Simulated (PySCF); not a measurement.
Species: In(PH3)F3.
Bonds: In1–P2, In1–F6, In1–F7, In1–F8. Hydrogens: H3, H4, H5 on P2.

Theory: PBE0-D3(BJ)/def2-SVP geometry optimisation, gas phase, def2 core potentials past Kr (PySCF).

(1) How far are the bound atoms from In1?

(2) List the angles at In1.

(3) What is the shape at In1?

(4) What are the other bond lengths?

## Answers

(1) 4 atoms: F8 1.955 Å, F7 1.955 Å, F6 1.956 Å, P2 2.729 Å. The nearest atom not counted as bound is H4, at 3.61 Å (others tie with it).

(2) 
```tsv
angle	degrees	distance of the outer atoms (Å)
F6–In1–F8	118.2	3.36
F7–In1–F8	117.9	3.35
F6–In1–F7	117.9	3.35
P2–In1–F7	98.5	3.58
P2–In1–F8	98.2	3.58
P2–In1–F6	97.9	3.57
```

(3) Distorted tetrahedral: angles from 97.9° to 118.2°; τ4 = (360° − α − β)/141° = 0.88 with α and β the two widest (0 for a square, 1 for a tetrahedron).

(4) P2–H3, P2–H4, P2–H5 1.415 Å.

Point group: near C3v, missed by 0.13 Å at most; the miss may be what the optimiser left on a soft mode (C3 holds within 0.08 Å). Charge 0, singlet. Not checked by PBE0-D3(BJ)/def2-SVP frequencies.

Time: 19 s of wall time. Hardware: one thread, Arm Neoverse V1, shared host. That covers the optimisation of the geometry.
